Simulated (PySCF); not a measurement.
Carbon: a sound run and one with changed settings

Sound run: C⁺ [He] 2s2 2p1, C²⁺ [He] 2s2. Calculation: PySCF 2.14, in cc-pVTZ (4s3p2d1f, 30 functions); the non-relativistic Hamiltonian (point nucleus). In the sound run the correlated levels freeze 1s2. The sound run starts from symmetry-adapted Hartree-Fock orbitals and uses a fine grid where one is needed.

Changed run: a valence shell is frozen. This setting is unsound on purpose.

Ionisation energy of C⁺:

| method | sound run (eV) | changed run (eV) |
| --- | --- | --- |
| UHF | 24.146 | 24.146 |
| MP2 | 24.356 | 24.146 |
| SCS-MP2 | 24.316 | 24.146 |
| CCSD | 24.191 | 24.146 |
| CCSD(T) | 24.222 | 24.146 |
| CCSDT | n/a | 24.146 |
| FCI | n/a | 24.146 |

Freezing a valence shell removes pair correlation that changes on ionisation.

For comparison, NIST gives 24.383 eV between the lowest levels.
